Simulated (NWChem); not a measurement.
System: NbH2SO2Cl; SMILES [OH][Nb]([Cl])([OH])=[S]

The following NWChem deck was run.

```
start job
memory heap 200 mb stack 900 mb global 1100 mb
geometry units angstroms noautoz
  Nb    -0.119118    -0.070952    -0.000563
  S      1.175458     1.632929     0.004203
  Cl     1.157169    -1.991494     0.004978
  O     -1.196093    -0.009478    -1.525533
  H     -1.248270     0.561775    -2.299090
  O     -1.208247    -0.008930     1.515750
  H     -1.266373     0.562561     2.288739
end
basis spherical
  * library def2-svp
end
ecp
  Nb library def2-ecp
end
dft
  xc r2scan
  iterations 150
  mulliken
end
task dft energy
```

All runs use the structure optimised with PBE0/def2-SVP. Not confirmed as a minimum by frequencies. def2 effective core potentials on Nb; no spin-orbit coupling.

Predict the main results of this run. (r2SCAN/def2-SVP with def2 effective core potentials on Nb.) Quantities: energy (Ha); highest occupied level (eV); orbital gap (eV); dipole (D).


| Item | Value |
|---|---|
| energy (Ha) | -1066.79 |
| highest occupied level (eV) | -7.01 |
| orbital gap (eV) | 4.26 |
| dipole (D) | 2.64 |
